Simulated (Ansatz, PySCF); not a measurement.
This PySCF input computes a CCSD(T)/cc-pVDZ energy:

```python
from pyscf import gto, scf, mp, cc as ccmod

mol = gto.M(
    atom='''
    C    -1.53205364    0.20257024   -0.14305090
    C    -0.28429961   -0.60302195   -0.43480318
    N     0.84794030   -0.05271356    0.13938803
    C     1.79065501    0.38217537    0.69526916
    H    -1.49562287    1.27735800   -0.43847381
    H    -1.77492695    0.19674215    0.92748200
    H    -2.38894340   -0.24060284   -0.66361594
    H    -0.12189952   -0.75484431   -1.50559893
    ''',
    basis='cc-pvdz',
    charge=-1,
    spin=0,
    verbose=4,
)

mf = scf.RHF(mol)
mf.conv_tol = 1e-10
mf.max_cycle = 100
mf.kernel()
mp2 = mp.MP2(mf, frozen=4).run()
cc = ccmod.CCSD(mf, frozen=4)
cc.max_cycle = 100
cc.kernel()
et = cc.ccsd_t()
print(f'E(CCSD(T)) = {cc.e_tot + et:.9f}')
```

Task: Write an input for the same energy in Ansatz (an electronic-structure program) and say what it gives.

Result: 
Ansatz 0.2 input:
```yaml
crystal:
  periodic: [false, false, false]
  atoms:
    - {symbol: C, position_ang: [-1.53205364, 0.20257024, -0.14305090]}
    - {symbol: C, position_ang: [-0.28429961, -0.60302195, -0.43480318]}
    - {symbol: N, position_ang: [0.84794030, -0.05271356, 0.13938803]}
    - {symbol: C, position_ang: [1.79065501, 0.38217537, 0.69526916]}
    - {symbol: H, position_ang: [-1.49562287, 1.27735800, -0.43847381]}
    - {symbol: H, position_ang: [-1.77492695, 0.19674215, 0.92748200]}
    - {symbol: H, position_ang: [-2.38894340, -0.24060284, -0.66361594]}
    - {symbol: H, position_ang: [-0.12189952, -0.75484431, -1.50559893]}
basis:
  gaussian:
    orbitals: cc-pVDZ
total_charge: -1
magnetization: {spin_polarized: false}
correlation: {method: ccsd_t, electrons: outside_noble_gas}
```
It gives -170.91260 Eh, and PySCF -170.91260 Eh, a difference of 0.00 mEh.

It need not be the lowest isomer of its formula. Whether it binds its extra electron was not tested at this geometry.
